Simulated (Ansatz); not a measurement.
`[SiH3][SiH2][GeH2][GeH2][SiH2][GeH3]` + `[SiH3][GeH2][SiH2][GeH2][SiH2][GeH3]` → `[GeH3][SiH2][GeH2][SiH2][GeH2][GeH3]` + `[SiH3][SiH2][GeH2][GeH2][SiH2][SiH3]`  (redistribution)

Calculated with Ansatz (gas phase, PBE0-D4/def2-TZVP geometries, no zero-point term in ΔE). CCSD(T)/CBS is the MP2 limit (def2-TZVPP, def2-QZVPP) plus CCSD(T) − MP2 in def2-TZVPP, frozen cores. Functionals use def2-TZVPP. HSE06 is defined as in plane-wave codes. For Ge outer-core shells are correlated without core-valence functions, which leaves a few kJ/mol of doubt a bond. Scalar relativity is left out up to krypton. One conformer a species, not always the lowest.

| level | ΔE (kJ/mol) |
| --- | --- |
| r2SCAN | 0.5 |
| HSE06 | 0.0 |
| BHLYP | -0.2 |
| MP2/def2-QZVPP | 0.5 |

(1) What does CCSD(T)/CBS give? (An estimate is asked.)

Largest T1 diagnostic among the species: 0.013.

Answers

(1) Ansatz gave: +0.9 kJ/mol. The listed levels differ from it by -0.4, -0.9, -1.1, -0.4 kJ/mol.

Leaving LDA and LC-ωPBE aside and taking each functional with its dispersion term where it has one, the values, not all of them listed here, spread over 1.4 kJ/mol, from BHLYP-D4 to ωB97M-V.
